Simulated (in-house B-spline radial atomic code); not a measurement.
A run on an ion of nuclear charge 1 with 1.5 electrons that did not converge. Method: non-relativistic wB97X, spin-polarised, spherical fractional occupations, point nucleus; computed with an all-electron radial atomic-structure program (B-spline basis).

Command:
```bash
python run_scf.py task.json out
```
Settings:
```
Z                1
configuration    1s1.5
hamiltonian      nr
method           wb97x
spin_polarised   True
```

First and last ten iterations of the last attempt (damped for 15 steps, keeping 80 % of the old Fock matrix, then DIIS):
```
 iter        energy (Eh)    residual
    1          -0.473426    1.46e-02
    2          -0.492179    9.16e-03
    3          -0.494763    7.88e-03
    4          -0.496507    6.77e-03
    5          -0.497532    5.82e-03
    6          -0.498435    5.01e-03
    7          -0.499101    4.31e-03
    8          -0.499359    3.71e-03
    9          -0.499700    3.19e-03
   10          -0.499965    2.75e-03
  111          -0.501024    4.00e-03
  112          -0.500952    2.92e-03
  113          -0.500944    2.93e-03
  114           2.726254    3.30e-01
  115           2.728339    3.31e-01
  116           2.727267    3.30e-01
  117           2.726895    3.30e-01
  118           2.611094    3.21e-01
  119          12.454019    1.50e+00
  120          14.234923    1.72e+00
 not converged after 120 iterations
```

The smallest residual met was 1.3e-03; the threshold is about 1e-07. No energy from this run should be used. Run time, properties included: 0.81 s on 1 thread of Arm Neoverse V1, on a shared host.
